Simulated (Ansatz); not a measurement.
Z-matrix (Å, degrees):
```
Si
O 1 1.619
O 1 1.626 2 107.5
Ti 1 3.316 2 122.8 3 111.4
O 1 1.619 2 109.5 3 -126.5
O 1 1.652 2 112.1 3 118.8
H 2 0.958 1 117.7 3 -33.1
H 3 0.959 1 118.5 2 165.3
Cl 4 2.176 1 114.5 2 104.9
Cl 4 2.190 1 93.9 2 -140.8
Cl 4 2.179 1 116.0 2 -26.2
H 5 0.958 1 118.0 2 45.7
```

The species carries charge 0 and has multiplicity 1.

(1) List the PBE/def2-TZVPP orbital energies in eV (Ansatz 0.2.0). (An estimate is asked.)

Answers

(1) The calculation gave: Occupied: -4837.77, -2739.30, -2739.19, -2739.17, -1781.52, -532.21, -511.32, -510.83, -510.79, -510.76, -444.74, -444.73, -444.73, -249.88, -249.77, -249.75, -190.50, -190.45, -190.44, -190.39, -190.37, -190.34, -190.33, -190.32, -190.31, -139.01, -95.79, -95.75, -95.75, -62.54, -39.76, -39.56, -39.55, -26.30, -25.39, -25.36, -24.55, -20.39, -20.19, -20.12, -14.95, -13.58, -13.38, -12.11, -10.40, -9.96, -9.66, -9.64, -9.40, -9.34, -9.23, -9.14, -8.88, -8.81, -8.69, -8.62, -8.32, -8.11, -8.00, -7.92, -7.81. Lowest empty: -4.03, -3.97, -3.25, -3.11, -2.77, -0.99, 0.09, 0.41.
